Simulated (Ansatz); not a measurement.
Cartesian coordinates (Å):
```xyz
12

Zr    -0.0523     0.0373     0.0771
O      0.0428    -1.8942    -0.1537
H      0.0884    -2.8512    -0.2684
N      1.0607     0.6837     1.6821
H      0.7522     1.3342     2.4134
H      1.9580     0.2824     1.9821
N     -1.9778     0.6883     0.3961
H     -2.6952     0.1799     0.9280
H     -2.4401     1.4736    -0.0756
N      0.6462     1.0522    -1.5706
H      0.5260     0.7533    -2.5465
H      1.3085     1.8360    -1.5659
```
Charge 0, spin multiplicity 1.

All values below come from frozen-core CCSD(T)/def2-TZVPP // PBE-D3(BJ)/def2-SVP in Ansatz (an electronic-structure program).

```json
{
  "HF energy": "-289.11336 Ha",
  "MP2 correlation energy": "-1.25595 Ha"
}
```

Question: Estimate the CCSD correlation energy, the (T) correction, the total energy and the T1 diagnostic.

Answer: 
| Quantity | Value |
|---|---|
| CCSD correlation energy | -1.27231 Ha |
| (T) correction | -0.05365 Ha |
| CCSD(T) total energy | -290.43932 Ha |
| T1 diagnostic | 0.016 |
